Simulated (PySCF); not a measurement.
## Electronic structure of Ti⁺ (titanium, charge +1) at the wB97X-V level

Configuration: [Ar] 3d1 4s2, 2D determinant (an excited configuration). Computed with PySCF 2.14 in aug-cc-pwCVTZ (10s9p7d4f3g, 127 functions), with no relativity, point nucleus.

```
Total energy                                                  : -848.855 hartree
One-electron energy                                           : -1152.557 hartree
Hartree (Coulomb) energy                                      : 345.129 hartree
Exchange-correlation energy                                   : -41.428 hartree
Kinetic energy                                                : 847.79714 hartree
⟨S²⟩                                                          : 0.7508
⟨L²⟩                                                          : 6.009
Sum of ⟨r⟩                                                    : 18.36 bohr
Sum of ⟨r²⟩                                                   : 34.43 bohr²
Traceless quadrupole moment −½Σ⟨3z² − r²⟩ along its main axis : 0.338 e·bohr²
Density at the nucleus (Gaussians lack the cusp)              : 7090 bohr⁻³
Spin density at the nucleus                                   : 0.110 bohr⁻³
Langevin diamagnetic susceptibility                           : -27.3 ×10⁻⁶ cm³/mol
Time after the integrals                                      : about 11 core-seconds
```

| shell | electrons | mean orbital energy (hartree) | spread (hartree) | rms radius, mean of both spins (bohr) |
| --- | --- | --- | --- | --- |
| 1s β | 1 | -179.32423 | 0 | 0.0813 |
| 1s α | 1 | -179.32409 | 0 | 0.0813 |
| 2s α | 1 | -20.51376 | 0 | 0.355 |
| 2s β | 1 | -20.50079 | 0 | 0.355 |
| 2p α | 3 | -17.21700 | 0.01255 | 0.323 |
| 2p β | 3 | -17.20635 | 0.02442 | 0.323 |
| 3s α | 1 | -3.01813 | 0 | 1.07 |
| 3s β | 1 | -2.98060 | 0 | 1.07 |
| 3p α | 3 | -2.11161 | 0.00551 | 1.16 |
| 3p β | 3 | -2.06970 | 0.05405 | 1.16 |
| 3d α | 1 | -0.78619 | 0 | 1.48 |
| 4s α | 1 | -0.53606 | 0 | 3.24 |
| 4s β | 1 | -0.52909 | 0 | 3.24 |
